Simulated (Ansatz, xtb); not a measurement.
**C5H10OSi: which of two isomers lies lower**

Structure I: `C=C/C(=C\[SiH3])OC`, a singlet. Structure II: `C=C(/C=C/[SiH3])OC`, a singlet. Both are isolated molecules in the gas phase, relaxed with B3LYP/def2-SVP; the shapes shown needn't be the lowest conformers.

I (Å):

```
atom    x (Å)    y (Å)    z (Å)
   C  -2.0288  -3.5739   1.3076
   C  -1.2147  -2.5550   1.6172
   C  -1.1578  -1.2740   0.8956
   C  -0.3181  -0.2600   1.2381
   C  -2.1192  -0.0833  -0.9422
   O  -2.0358  -1.2372  -0.1366
  Si   0.9106  -0.2517   2.6442
   H  -2.7235  -3.5068   0.4678
   H  -2.0171  -4.4987   1.8894
   H  -0.5295  -2.6520   2.4645
   H  -0.3500   0.6546   0.6393
   H   1.9560  -1.3131   2.5080
   H   1.5940   1.0750   2.6489
   H   0.2660  -0.4488   3.9796
   H  -2.8866  -0.2863  -1.7011
   H  -2.4169   0.8033  -0.3545
   H  -1.1599   0.1319  -1.4461
```

II (Å):

```yaml
atoms:
  - { symbol: C, position_ang: [-2.7422, -2.1308, 0.7941] }
  - { symbol: C, position_ang: [-2.2390, -0.9022, 0.5409] }
  - { symbol: C, position_ang: [-0.9898, -0.4366, 1.1629] }
  - { symbol: C, position_ang: [-0.4264, 0.7710, 0.9613] }
  - { symbol: C, position_ang: [-3.9991, -0.2989, -0.9436] }
  - { symbol: O, position_ang: [-2.7959, 0.0189, -0.2829] }
  - { symbol: Si, position_ang: [1.1627, 1.3330, 1.7681] }
  - { symbol: H, position_ang: [-3.6638, -2.5054, 0.3500] }
  - { symbol: H, position_ang: [-2.2081, -2.7924, 1.4763] }
  - { symbol: H, position_ang: [-0.5223, -1.1663, 1.8331] }
  - { symbol: H, position_ang: [-0.9482, 1.4525, 0.2782] }
  - { symbol: H, position_ang: [2.1964, 1.6683, 0.7419] }
  - { symbol: H, position_ang: [1.6877, 0.2475, 2.6486] }
  - { symbol: H, position_ang: [0.9417, 2.5611, 2.5911] }
  - { symbol: H, position_ang: [-4.2686, 0.5766, -1.5494] }
  - { symbol: H, position_ang: [-3.8798, -1.1751, -1.6064] }
  - { symbol: H, position_ang: [-4.8137, -0.5076, -0.2266] }
```

Energies in hartree; the thermal terms are from GFN2-xTB frequencies at re-optimised GFN2-xTB minima (ideal gas, soft modes damped towards free rotors, one conformer each, 298.15 K, 1 atm) and include the zero-point energy:

```
                              I           II
E, CCSD(T)/def2-SVP  −559.680713  −559.680620
    E, MP2/def2-SVP  −559.568409  −559.568236
  E, MP2/def2-TZVPP  −560.199452  −560.199300
  zero-point energy     0.128857     0.128742
       H(298 K) − E     0.139459     0.139419
       G(298 K) − E     0.094438     0.094032
```

Q: Correct the CCSD(T) difference for the basis set by the MP2 change, then work out ΔE, ΔE₀, ΔH and ΔG for I → II in kcal/mol (1 Eh = 627.51 kcal/mol) and the equilibrium ratio [II]/[I].

A: 1. Differences II − I: CCSD(T) +0.000093, MP2 in the small set +0.000173, MP2 in the large set +0.000152 Eh.
2. ΔE = +0.000093 + (+0.000152 − (+0.000173)) = +0.000072 Eh = +0.05 kcal/mol.
3. ΔE₀ = ΔE + ΔZPE = +0.000072 + (−0.000115) Eh = −0.03 kcal/mol.
4. ΔH = ΔE + (−0.000040) Eh = +0.02 kcal/mol.
5. ΔG = ΔE + (−0.000406) Eh = −0.21 kcal/mol, so ΔS = (ΔH − ΔG)/T = +3.2 J/(mol K).
6. kT = 0.9442 mEh, so K = [II]/[I] = exp(−ΔG/kT) = exp(+0.35) ≈ 1.4.

The two are too close for this level to say which is favoured. An error of 1 kcal/mol in ΔG would change K by a factor of 5.4. Mirror images and further conformers aren't counted.

As drawn, both hold the same kinds of bond in the same numbers.

Other levels gave ΔE = +0.6 (GFN2-xTB); −1.8 (HF/STO-3G, GFN2-xTB geometries); +0.3 (r2SCAN-D4/def2-SVP, GFN2-xTB geometries); −0.6 (B3LYP/def2-SVP); −0.5 (HF/def2-SVP); +0.1 (MP2/def2-SVP); +0.1 (CCSD(T)/def2-SVP) kcal/mol. The correlated steps freeze 11 core orbitals. Programs: Ansatz 0.2.0, xtb 6.7.1.
